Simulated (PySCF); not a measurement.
**Ions at one geometry of [HfOF]+**

PySCF 2.14.0, RKS PBE0, Hf def2-SVP with ECP60, O def2-SVP, F def2-SVP; non-relativistic Hamiltonian with scalar-relativistic core potentials where named; density fitting; no spin-orbit coupling; singlets restricted, open shells unrestricted. The geometry is relaxed for charge +1, singlet, vacuum:

```xyz
3

Hf    0.0144    0.0000   -0.3733
O     1.3555    0.0000    0.6883
F    -1.4721    0.0000    0.7545
```

Energies count from the relaxed state; an electron taken off or put on is at rest in vacuum. Charges and spins are Mulliken's.

```tsv
state	energy (eV)	spin squared	charge on Hf1 (e)	spin on Hf1 (e)	dipole about the centre of mass (D)
charge +1, singlet, vacuum	0.00	0.00	1.47	0.00	6.45
charge 0, doublet, vacuum	-7.62	0.75	0.66	1.08	5.00
```

Task: What does the state charge +2, doublet, vacuum give?

Result: energy (eV) 17.62, spin squared 0.76, charge on Hf1 (e) 1.94, spin on Hf1 (e) -0.04, dipole about the centre of mass (D) 4.25.

With an electron taken off (doublet) the charges change, summed by element, by Hf +0.47 e, O +0.35 e, F +0.17 e. The vertical ionisation energy is 17.62 eV, against −ε(HOMO) = 15.04 eV of the relaxed state. The level lies 2.6 eV too high, as is usual for semilocal functionals and global hybrids, which keep a self-interaction error.

With an electron put on (doublet) the charges change, summed by element, by Hf -0.81 e, O -0.11 e, F -0.07 e. The vertical electron affinity is 7.62 eV, against −ε(LUMO) = 9.54 eV of the relaxed state.

Open shells may have lower solutions than those found.
